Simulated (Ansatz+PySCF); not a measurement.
Results of a calculation; reference values are marked as such.
Input for Ansatz (development build ahead of 0.2.0):

```yaml
crystal:
  periodic: [false, false, false]
  atoms:
    - { symbol: Ru, position_ang: [0.0, 0.0, 0.0] }
    - { symbol: O, position_ang: [0.0, 0.0, 1.714] }
basis:
  gaussian: { orbitals: def2-SVP }
magnetization:
  spin_polarized: true
  initial_magnetization: 4
hamiltonian:
  xc: r2scan
scf:
  omitted_lower_state_checks: [stability, starts, atomic_configurations, cluster_reference, orbital_swaps, given_window_search, neighbouring_geometries, increment]
```

The input is written out in the form of the current development build from the run's settings. The basis set brings a core potential for Ru, so the total leaves out those core electrons.

Output:

```yaml
Converged: yes
Total_energy: -169.97451 hartree
```

Caution: other spin multiplicities were not run.
